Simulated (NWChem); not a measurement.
System: C$_{3}$H$_{3}$ClF$_{2}$; SMILES F[C@@H]1C[C@@]1(F)Cl

```xyz
9

F      0.0406    -2.1403    -0.6106
C      0.6534    -1.0045    -0.2273
C      0.5261    -0.5922     1.2175
C     -0.2094     0.1477     0.1520
F     -1.5344    -0.0266     0.0810
Cl     0.2748     1.7736    -0.2833
H      1.5884    -0.8136    -0.7645
H      1.3759    -0.1220     1.7171
H     -0.1037    -1.2404     1.8343
```
Atoms are numbered in this order, from 1.

Level: PBE0/def2-SVP (NWChem), optimised geometry, unscaled harmonic frequencies. 

Q: List the harmonic frequencies with IR intensities, and the thermochemistry.

A: 
```csv
frequency (cm⁻¹),IR intensity (km/mol)
184,2.3
220,3.0
307,1.9
396,2.1
452,2.6
543,9.5
696,39.0
816,6.0
882,17.2
974,58.1
1021,5.5
1087,26.8
1116,16.2
1173,146.3
1224,30.9
1337,57.6
1379,9.1
1512,79.1
3160,1.5
3196,4.2
3273,2.4
```

| Property | Value |
|---|---|
| zero-point energy | 35.6 kcal/mol |
| thermal correction to the enthalpy at 298.15 K (with zero-point energy) | 39.7 kcal/mol |
| heat capacity Cv | 19.3 cal/(mol K) |
| entropy at 298.15 K and 1 atm (symmetry number 1) | 76.3 cal/(mol K) |
| dipole moment | 2.10 D |

Rigid rotor and harmonic oscillator.
